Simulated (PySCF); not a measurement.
Species: C8H7 (charge +1).
Atom-mapped SMILES: `[CH:1]#[C:2][C:3]1([c:4]2[cH:5][cH+:6]2)[CH2:7][CH2:8]1`

Definitions: NICS(0) = −σiso at the ring centroid; NICS(1) = −σiso and NICS(1)zz = −σzz at ±1 Å along the ring normal z. Level: GIAO KT3/pcSseg-1 (PySCF, non-relativistic, gas phase) on the PBE0-D3(BJ)/def2-SVP geometry, one conformer.

Ring bond lengths (Å): C3–C7 1.562, C7–C8 1.454, C8–C3 1.561; C4–C5 1.382, C5–C6 1.349, C6–C4 1.384.

**Question.** Give the NICS values of each ring in ppm.

**Answer.** 
| ring | type | NICS(0) | NICS(1), two faces | NICS(1)zz, two faces | rms pucker (Å) | centre to ring atoms, mean (Å) |
| --- | --- | --- | --- | --- | --- | --- |
| C3–C7–C8 | 3-membered carbocycle; formal bonds all single | -41.3 | -6.4 / -5.8 | -22.4 / -17.9 | 0.00 | 0.88 |
| C4–C5–C6 | 3-membered carbocycle; bonds drawn aromatic by RDKit's count | -24.1 | -12.3 / -12.3 | -21.3 / -21.2 | 0.00 | 0.79 |

**Question.** What can be read from them?

**Answer.** 
- C3–C7–C8: mean NICS(1)zz -20.1 ppm, shielded. C3, C7, C8 have four or more neighbours, and the NICS criterion for π rings isn't applied. The two faces differ by 4.5 ppm, so no symmetry operation interchanges them. NICS(0) lies 35 ppm below the mean NICS(1).
- C4–C5–C6: mean NICS(1)zz -21.2 ppm, shielded. NICS(0) lies 12 ppm below the mean NICS(1).

**Question.** How equal are the bonds by HOMA? HOMA = 1 − mean of α(R − Ropt)² over the ring bonds, with Krygowski's 1993 parameters (CC: Ropt 1.388 Å, α 257.7 Å⁻²).

**Answer.** 
- C4–C5–C6: HOMA 0.86 = 1 − EN − GEO, with mean bond length 1.371 Å, EN = α(Ropt − mean)² = 0.070 and GEO = α × variance = 0.066.

**Question.** What field does 11.7 T along the ring normal induce along that normal at the second NICS(1) probe listed for ring C4–C5–C6, 1 Å off the ring?

**Answer.** NICSzz × B0 = -21.2 ppm × 11.7 T = -248 μT, against the applied field.

**Question.** How shielded are the nuclei of the rings and their hydrogens (means over atoms taken as equivalent)?

**Answer.** 
```
       atoms                 environment  σ isotropic (ppm)
          C3        carbon bonded to 4 C              160.2
          C4     unsaturated ring carbon                8.4
          C5  unsaturated ring CH carbon               26.5
          C6  unsaturated ring CH carbon               31.8
     C7 (×2)  three-membered-ring carbon              137.3
     H on C5          hydrogen on carbon              21.51
     H on C6          hydrogen on carbon              21.92
H on C7 (×2)          methylene hydrogen              28.04
H on C7 (×2)          methylene hydrogen              28.49
```

**Question.** How do the values depend on the level or the medium?

**Answer.** 
| level | NICS(0), C3–C7–C8 | mean NICS(1)zz, C3–C7–C8 | NICS(0), C4–C5–C6 | mean NICS(1)zz, C4–C5–C6 |
| --- | --- | --- | --- | --- |
| KT3/pcSseg-1, gas | -41.3 | -20.1 | -24.1 | -21.2 |
| PBE0/pcSseg-1, gas | -43.1 | -21.5 | -24.9 | -23.1 |

The geometry is the same throughout.

Conformer computed: `[CH:1]#[C:2][C:3]1([c:4]2[cH:5][cH+:6]2)[CH2:7][CH2:8]1`: C2–C3–C4–C5 0°.
